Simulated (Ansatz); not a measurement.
`BN[CH2][GaH2]` → `B[NH][GaH2]` + `[CH2]` (triplet) at 400 K and 1 bar (formal loss of a carbene).

Program: Ansatz. Geometries: PBE0-D4/def2-TZVP. ΔE: electronic, gas phase. CBS: MP2 limit from def2 TZ/QZ plus the TZ coupled-cluster correction, frozen cores. This one scheme is used for every species. Triplets are unrestricted, without spin–orbit coupling. For Ga outer-core shells are correlated without core-valence functions, which leaves a few kJ/mol of doubt a bond. Scalar relativity is left out up to krypton. Each species was taken in one conformer, which may not be the lowest.

```tsv
species	CCSD(T)/CBS energy (Eh)	H − E (kJ/mol)	S (J/(mol·K))
`BN[CH2][GaH2]`	-2045.70010	239.3	372.3
`B[NH][GaH2]`	-2006.47671	160.2	324.5
`[CH2]` (triplet)	-39.09499	59.0	205.7
```

H − E and S are ideal-gas, rigid-rotor, harmonic terms from PBE0-D4/def2-TZVP, for one conformer and one mirror image of each species, with the whole ground term of open shells counted as degenerate. 1 Eh = 2625.50 kJ/mol, R = 8.31446 J/(mol·K).

By hand: ΔE, ΔH, ΔS and ΔG.

ΔE = (-2006.47671) + (-39.09499) − (-2045.70010) = 0.12840 Eh = 337.1 kJ/mol. Δ(H − E) = 160.2 + 59.0 − 239.3 = -20.1, so ΔH = 317.0 kJ/mol. ΔS = 324.5 + 205.7 − 372.3 = 157.9 J/(mol·K). ΔG = 317.0 − 400 × (157.9)/1000 = 253.8 kJ/mol.

By hand: the equilibrium constant, and the temperature at which ΔG would vanish if ΔH and ΔS stayed fixed.

log₁₀ K = −ΔG/(RT ln 10) = -33.1. ΔG = 0 at ΔH/ΔS = 2008 K.

The number of gas molecules changes by +1, which sets the sign of ΔS. A doubt of 5 kJ/mol in ΔE shifts log₁₀ K by 0.7 here. Other conformers and mirror images would add mixing entropy, several J/(mol·K) or more a flexible species. A triplet takes part, so the spin changes. These are equilibria of isolated gas molecules and say nothing of rates. Largest T1 diagnostic: 0.013 (customary marks: 0.02 for closed shells, 0.045 for open ones).
